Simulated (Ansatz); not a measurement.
Reaction (formal exchange of groups at the Si–O bond): `[SiH3]O[SiH2]BS` + `CF` → `FC[SiH2]BS` + `O[SiH3]`

Calculated with Ansatz (gas phase, PBE0-D4/def2-TZVP geometries, no zero-point term in ΔE). CCSD(T)/CBS is the MP2 limit (def2-TZVPP, def2-QZVPP) plus CCSD(T) − MP2 in def2-TZVPP, frozen cores. This one scheme is used for every species. DFT in def2-TZVPP. Each species was taken in one conformer, which may not be the lowest.

CCSD(T)/CBS gives +133.5 kJ/mol.

Problem. Another level gave +130.0 kJ/mol. Which?
A. PBE/def2-TZVPP
B. PBE0/def2-TZVPP
C. B2PLYP/def2-TZVPP
D. ωB97X-V/def2-TZVPP

Solution. D. ωB97X-V 130.0, B2PLYP 134.9, PBE 114.7, PBE0 122.2 kJ/mol.

Largest T1 diagnostic among the species: 0.014.

From PBE to PBE0 (25 % exact exchange), in def2-TZVPP and without D4, ΔE moves by +7.5 kJ/mol. In def2-TZVPP, CCSD(T) changes the Hartree–Fock value by −17.2 kJ/mol (the triples alone add −2.2 kJ/mol) and MP2 by −13.7 kJ/mol.
